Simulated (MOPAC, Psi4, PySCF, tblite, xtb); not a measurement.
Dimer H4Ge ··· COS (SMILES [GeH4] and O=C=S) at R = 4.40 Å between the centres of mass, closest contact 2.62 Å (a higher rigid-body minimum at GFN2-xTB). Geometry in Å and degrees:

```
Ge
H 1 1.5359
H 1 1.5359 2 109.47
H 1 1.5359 2 109.47 3 120.00
H 1 1.5359 2 109.47 4 120.00
O 2 2.6165 1 91.29 3 40.14
C 6 1.1555 2 124.74 1 -118.49
S 7 1.5622 3 130.46 1 141.58
```

Levels of theory: GFN2-xTB (tblite); SAPT0/jun-cc-pVDZ, frozen core (Psi4); PBE/def2-TZVP, counterpoise-corrected (Psi4); PBE-D3(BJ)/def2-TZVP, counterpoise-corrected (Psi4); HF/aug-cc-pVDZ, counterpoise-corrected (Psi4); MP2/aug-cc-pVDZ = DF-MP2/aug-cc-pVDZ, frozen core, counterpoise-corrected (Psi4 1.11); SCS-MP2/aug-cc-pVDZ = DF-SCS-MP2/aug-cc-pVDZ, frozen core, counterpoise-corrected run with Psi4; PM3, restricted, heats of formation (MOPAC); PM6, restricted, heats of formation (MOPAC); GFN1-xTB (xtb); RKS-B3LYP/6-31G* = PySCF with restricted B3LYP/6-31G*, spherical d, no counterpoise correction; RKS-M06-2X/6-31G* = restricted M06-2X/6-31G*, spherical d, no counterpoise correction (PySCF); RKS-B3LYP/3-21G = restricted B3LYP/3-21G, no counterpoise correction (PySCF).

Question: What interaction energy does each level give?

Answer: 
```tsv
method	E_int / kJ/mol
GFN1-xTB	-27.96
GFN2-xTB	-13.66
RKS-B3LYP/3-21G	-6.36
RKS-M06-2X/6-31G*	-1.76
PBE-D3(BJ)/def2-TZVP	2.27
MP2/aug-cc-pVDZ	3.03
SAPT0/jun-cc-pVDZ	3.82
PM6	4.04
SCS-MP2/aug-cc-pVDZ	5.27
RKS-B3LYP/6-31G*	5.90
PBE/def2-TZVP	6.52
HF/aug-cc-pVDZ	12.50
PM3	16.18
```
